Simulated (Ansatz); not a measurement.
A run on CH$_{3}$BOS (`B1OCS1`) with other settings.

```yaml
crystal:
  periodic: [false, false, false]
  atoms:
    - {symbol: B, position_ang: [-0.939055, 0.418014, -0.454698]}
    - {symbol: O, position_ang: [-0.295463, 0.552794, 0.683628]}
    - {symbol: C, position_ang: [0.714066, -0.308192, 0.365806]}
    - {symbol: S, position_ang: [0.118458, -0.715647, -1.242268]}
    - {symbol: H, position_ang: [-1.909277, 0.938536, -0.751295]}
    - {symbol: H, position_ang: [1.639107, 0.180399, 0.343136]}
    - {symbol: H, position_ang: [0.731011, -1.131184, 1.011820]}
basis:
  gaussian: {orbitals: cc-pVTZ, nuclear_model: gaussian}
hamiltonian: {xc: {name: revPBE}}
accuracy: high
```

```sh
$ ansatz run in.yaml --threads 2 --pin off --events-out ev --progress --plain --max-ram 4352MiB
```

Output, abridged:

```
Functional definition: revPBE
2909 factors; integrals over basis functions are off by at most 3.2e-9 eV
mean field evaluation 1: about -14635.6729 eV, gradient 6.1e1 eV
mean field evaluation 2: about -14602.9313 eV, gradient 1.3e2 eV
mean field evaluation 4: about -14643.3883 eV, gradient 1.3e1 eV
mean field evaluation 8: about -14643.6747 eV, gradient 7.5e-1 eV
mean field evaluation 16: about -14643.6760 eV, gradient 1.6e-5 eV
mean field -14643.67598045 eV, -538.1451664415 hartree, gradient 7.0e-8 eV, S^2 0.000000; 0 other end points of the search recorded, 0 dependent functions left out
reference -14643.67598445 eV, -538.1451665883 hartree; 19, 19 occupied and 147, 147 virtual orbitals, 2909 factors
Total energy: -14643.67598445 eV, -538.1451665883 hartree
```

It took 10 s on 2 threads of an Arm Neoverse V1 on a shared host, with 0.62 GiB of host memory at the peak.
